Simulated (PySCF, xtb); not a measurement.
F2H5NSi2, SMILES N[SiH2][SiH](F)F.

GFN2-xTB in xtb at its own geometry gives an orbital gap of 4.35 eV and a dipole moment of 1.86 D.

Coordinates come from a PBE-D3(BJ)/def2-SVP optimisation. This is a generated structure with no PubChem entry under its InChIKey; it may be hypothetical. The values are those of a single conformer.

Question: What does PBE0/def2-TZVP (PySCF) give? (Estimate from the structure and the level; the computed values follow.)

Answer: gap 6.64 eV (levels -7.43 and -0.79 eV), dipole 1.09 D.
